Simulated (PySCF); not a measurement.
CH3ClFIn, SMILES [Cl][In]([CH3])[F]. The structure is a stationary point at PBE-D3(BJ)/def2-SVP. The def2 effective core potentials stand for the cores of In; spin–orbit coupling is left out.

Computed equilibrium geometry at PBE-D3(BJ)/def2-SVP (PySCF confirms it by a frequency run) as bond lengths and angles:
Atoms: In1 F2 Cl3 C4 H5 H6 H7. Bond lengths (Å): In1–F2 1.980, In1–Cl3 2.364, In1–C4 2.153, C4–H5 1.104, C4–H6 1.106, C4–H7 1.106. Bond angles (°): F2–In1–Cl3 109.3, F2–In1–C4 122.8, Cl3–In1–C4 127.9, In1–C4–H5 109.0, In1–C4–H6 108.0, In1–C4–H7 108.1, H5–C4–H6 110.8, H5–C4–H7 110.9, H6–C4–H7 110.0.
